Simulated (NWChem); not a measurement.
All runs are NWChem calculations. System: HGeI, charge 0, spin multiplicity 1, at a geometry optimised with PBE0/def2-SVP with def2 effective core potentials on I. The structure started from a generated list of species. Level: EOM-CCSD/def2-SVPD with def2 effective core potentials on I, 13 core orbitals frozen.

The NWChem input:

```
start mol
memory heap 100 mb stack 700 mb global 1900 mb
geometry units angstroms nocenter noautoz
  Ge    -1.060581     1.159010     0.000000
  H      0.076710     2.283427     0.000000
  I      0.638903    -0.742863     0.000000
  symmetry group Cs
end
basis spherical
  * library def2-svpd
end
ecp
  I library def2-ecp
end
scf
  rhf
  nopen 0
  maxiter 100
  thresh 1e-7
  semidirect memsize 60000000 filesize 0
end
tce
  freeze core 13
  ccsd
  nroots 2
  2eorb
  2emet 13
  thresh 1e-5
  maxiter 200
  tilesize 24
end
task tce energy
```

Output (cleaned and shortened):

```
             Northwest Computational Chemistry Package (NWChem) 7.3.0
             --------------------------------------------------------

                                NWChem Input Module
                                -------------------

 Scaling coordinates for geometry "geometry" by  1.889725989
 (inverse scale =  0.529177249)

 Turning off AUTOSYM since
 SYMMETRY directive was detected!

                             Geometry "geometry" -> ""
                             -------------------------

 Output coordinates in angstroms (scale by  1.889725989 to convert to a.u.)

  No.       Tag          Charge          X              Y              Z
 ---- ---------------- ---------- -------------- -------------- --------------
    1 Ge                  32.0000    -1.06058100     1.15901000     0.00000000
    2 H                    1.0000     0.07671000     2.28342700     0.00000000
    3 I                   53.0000     0.63890300    -0.74286300     0.00000000

 Effective nuclear repulsion energy (a.u.)     371.5770960273

            Nuclear Dipole moment (a.u.)
            ----------------------------
        X                 Y               Z
 ---------------- ---------------- ----------------
    -0.0000434637     0.0000151178     0.0000000000

      Symmetry information
      --------------------

 Group name             Cs
 Group number              2
 Group order               2
 No. of unique centers     3

      Symmetry unique atoms

     1    2    3


 Summary of "ao basis" -> "" (spherical)
 ------------------------------------------------------------------------------
       Tag                 Description            Shells   Functions and Types
 ---------------- ------------------------------  ------  ---------------------
 *                         def2-svpd                  on all atoms

 Summary of "ao basis" -> "ao basis" (spherical)
 ------------------------------------------------------------------------------
       Tag                 Description            Shells   Functions and Types
 ---------------- ------------------------------  ------  ---------------------
[...]
 largest EOMCCSD amplitudes: R1 and R2

 Singles contributions
    31a'  (alpha) ---    27a'  (alpha)        0.2153551387
    31a'  (alpha) ---    29a'  (alpha)        0.7810899904
    33a'  (alpha) ---    29a'  (alpha)        0.2282502392
    35a'  (alpha) ---    29a'  (alpha)        0.1361138920
    38a'  (alpha) ---    29a'  (alpha)        0.1893701281
    30a"  (alpha) ---    28a"  (alpha)       -0.1478676994

 Doubles contributions

 =========================================
 Excited-state calculation ( a"  symmetry)
 =========================================
 Dim. of EOMCC iter. space      500

 EOMCCSD SOLVER TYPE  1
  maxdiff =   0.37693949629388740

 No. of initial right vectors    2

 EOM-CCSD right-hand side iterations
 --------------------------------------------------------------
      Residuum       Omega / hartree  Omega / eV    Cpu    Wall
 --------------------------------------------------------------

 Iteration   1 using    2 trial vectors
   0.4148213947938   0.1803109768183    4.90651
   0.4572783249283   0.2419227660460    6.58306     2.0     2.0

 Iteration   2 using    4 trial vectors
   0.1100683049395   0.1004254691726    2.73272
   0.1074112309143   0.1488519482834    4.05047     1.7     1.7

 Iteration   3 using    6 trial vectors
   0.0398290460024   0.0948851603644    2.58196
   0.0399044890022   0.1431838054928    3.89623     1.8     1.8

 Iteration   4 using    8 trial vectors
   0.0177835300783   0.0937028013475    2.54978
   0.0155716541341   0.1421723127982    3.86871     1.7     1.7

 Iteration   5 using   10 trial vectors
   0.0097215941889   0.0932496516918    2.53745
   0.0061503557380   0.1419019541766    3.86135     1.8     1.8

 Iteration   6 using   12 trial vectors
   0.0060727625167   0.0931693922718    2.53527
   0.0031945186934   0.1418803564960    3.86076     1.9     1.9

 Iteration   7 using   14 trial vectors
   0.0032828013782   0.0931094817665    2.53364
   0.0020189065440   0.1418700846753    3.86048     1.9     1.9

 Iteration   8 using   16 trial vectors
   0.0014076424954   0.0931137987962    2.53376
   0.0011948915325   0.1418713747539    3.86052     2.1     2.1

 Iteration   9 using   18 trial vectors
   0.0005883124494   0.0931128925121    2.53373
   0.0006150007565   0.1418738484336    3.86059     2.0     2.0

 Iteration  10 using   20 trial vectors
   0.0002478670029   0.0931096205176    2.53364
   0.0002955878710   0.1418722345862    3.86054     2.2     2.2

 Iteration  11 using   22 trial vectors
   0.0000923522677   0.0931090368835    2.53363
   0.0001245633867   0.1418716749328    3.86053     2.0     2.0

 Iteration  12 using   24 trial vectors
   0.0000333459099   0.0931088256177    2.53362
   0.0000478418458   0.1418713759944    3.86052     1.9     1.9

 Iteration  13 using   26 trial vectors
   0.0000119865781   0.0931087955386    2.53362
   0.0000197212876   0.1418712897629    3.86052     1.9     1.9

 Iteration  14 using   28 trial vectors
   0.0000042555327   0.0931087971668    2.53362
   0.0000081716376   0.1418712933360    3.86052     1.9     1.9
 --------------------------------------------------------------
 Iterations converged
 ------------------

 Excited state root  1
 Excitation energy / hartree =        0.093108797166773
                   / eV      =        2.533620360099618
 largest EOMCCSD amplitudes: R1 and R2

 Singles contributions
    30a"  (alpha) ---    26a'  (alpha)       -0.1104494386
    30a"  (alpha) ---    29a'  (alpha)        0.9083959820

 Doubles contributions
 ------------------

 Excited state root  2
 Excitation energy / hartree =        0.141871293336042
                   / eV      =        3.860515958186340
 largest EOMCCSD amplitudes: R1 and R2

 Singles contributions
    30a"  (alpha) ---    27a'  (alpha)        0.9052882902

 Doubles contributions

 Task  times  cpu:       86.3s     wall:       86.3s

 Total times  cpu:       86.3s     wall:       86.3s
```
